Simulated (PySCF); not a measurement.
Cartesian coordinates (Å):
```xyz
9

O      0.8659     1.4083     0.4348
C      0.8104     0.2365     0.1494
O      1.8747    -0.5720     0.2037
Si    -0.8520    -0.5467    -0.4122
O     -1.9013     0.7063    -0.3630
H      2.6329    -0.0414     0.4996
H     -0.7043    -1.0947    -1.7813
H     -1.2329    -1.6278     0.5275
H     -1.4934     1.5315    -0.0786
```
Charge 0, multiplicity 1.

Q: Predict the HOMO, S1 oscillator strength and dipole moment from PBE-D3(BJ)/def2-TZVP // PBE0-D4/def2-TZVP (PySCF).

A: 
```yaml
HOMO: -6.67 eV
S1 oscillator strength: 0.006
dipole_moment: 1.60 D
```
